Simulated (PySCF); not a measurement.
# How methods differ on the interval between two levels of Zn⁺

Zn⁺ [Ar] 3d10 4s1 [2S1/2, M_J = 1/2] → Zn⁺ [Ar] 3d10 4p1 [2P3/2, M_J = 3/2], as a difference of total energies. Computed with PySCF 2.14 in x2c-SVPall-2c with one added diffuse shell each of s, d type (6s5p4d1f, 48 functions), with the two-component X2C-1e Hamiltonian. Correlated levels: [Ne] frozen; the 6 highest virtual spinors dropped. "Screened" scales the spin-orbit matrix elements by Boettger's factors to mimic the two-electron term; Breit and QED terms are absent.

| method | interval between two levels (cm⁻¹) | error (cm⁻¹) |
| --- | --- | --- |
| GHF (spin-free) | 51523 | +2168 |
| GMP2 (spin-free) | 52200 | +2845 |
| GHF (screened spin-orbit) | 51889 | +2534 |
| GMP2 (screened spin-orbit) | 52575 | +3220 |

Reference: 49355 cm⁻¹ (measured; NIST Handbook of Basic Atomic Spectroscopic Data (Sansonetti and Martin, J. Phys. Chem. Ref. Data 34, 1559 (2005))).

Errors of the correlated levels include the incompleteness of this basis and the frozen core.
